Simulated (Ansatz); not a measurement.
Born–Oppenheimer molecular dynamics of C₂H₇NSi (11 atoms, charge 0, multiplicity 1). It starts from a relaxed structure.

Theory: Ansatz, UKS PBE0-D4/STO-3G.

* ensemble: NVE (Milne-controlled integrator)
* time step: 0.5 fs
* steps asked: 565
* starting velocities drawn for: 1500 K
* seed: 581899

First frame:

```xyz
11
Properties=species:S:1:pos:R:3
C -0.423 1.284 -0.343
N -0.125 -0.171 -0.367
C 0.534 -0.588 0.897
Si -0.540 -1.129 -1.732
H -0.909 1.570 -1.287
H 0.499 1.884 -0.227
H -1.097 1.546 0.493
H 1.480 -0.038 1.055
H 0.754 -1.664 0.857
H -0.115 -0.392 1.770
H 0.008 -2.361 -1.096
```

Question: How far do the bonds stretch over the last three quarters of this one trajectory? (Pairs bonded in most of those frames.)

Answer: 
```tsv
bond	mean (Å)	spread (Å)	shortest	longest
C1–N2	1.494	0.042	1.41	1.60
C1–H5	1.109	0.044	1.02	1.20
C1–H6	1.117	0.056	0.98	1.27
C1–H7	1.126	0.084	0.95	1.31
N2–C3	1.495	0.049	1.38	1.60
N2–Si4	1.729	0.063	1.63	1.84
C3–H8	1.109	0.030	1.05	1.17
C3–H9	1.102	0.015	1.06	1.15
C3–H10	1.109	0.032	1.03	1.19
Si4–H11	1.499	0.058	1.41	1.58
```

Mean temperature of the second half: 749 K. The conserved energy stayed within 0.31 meV per atom of its start (net change -0.11 meV per atom), so the integration is sound. Over the second half the temperature averaged 0.50 of the 1500 K drawn at the start: a run that starts near a minimum puts about half its kinetic energy into the potential. A run of 0.28 ps of so small a system gives no equilibrium averages. Limits of this set-up: minimal basis.

Run time: 25 min on 1 thread of Arm Neoverse V1, on a shared host, peak memory 0.12 GiB.
